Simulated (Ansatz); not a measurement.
Wavefunction ladder for `[F][Zr]([F])([SeH])[SeH]`

```xyz
7

F    -0.454    1.609   -1.646
Zr   -0.085    0.483   -0.177
F    -0.954    1.089    1.386
Se    2.446    0.293    0.156
Se   -0.849   -1.920   -0.675
H     2.144   -0.098    1.545
H    -2.248   -1.457   -0.589
```

Total charge 0; spin multiplicity 1. Correlated methods include outer-core shells of Se, Zr, which these sets cover unevenly. Scalar relativity is left out up to krypton. Zr: def2 effective core potential. The geometry is a stationary point of PBE0-D4/def2-TZVP. It is one conformer, not always the lowest. Frozen core, restricted reference, the Gaussian-basis code of Ansatz.

| basis | HF (Eh) | MP2 corr. | CCSD corr. | (T) | CCSD(T) total |
| --- | --- | --- | --- | --- | --- |
| def2-SVP | ? | -1.09775 | ? | ? | ? |
| def2-TZVPP | -5046.62780 | -1.40035 | ? | -0.05608 | ? |
| def2-QZVPP | -5046.73629 | -2.10674 | – | – | – |

(1) Fill in the withheld values. (Estimate.)

Results:

(1) The calculation gave: def2-SVP HF (Eh): -5045.76357; def2-SVP CCSD corr.: -1.10187; def2-SVP (T): -0.03282; def2-SVP CCSD(T) total: -5046.89826; def2-TZVPP CCSD corr.: -1.40287; def2-TZVPP CCSD(T) total: -5048.08675.
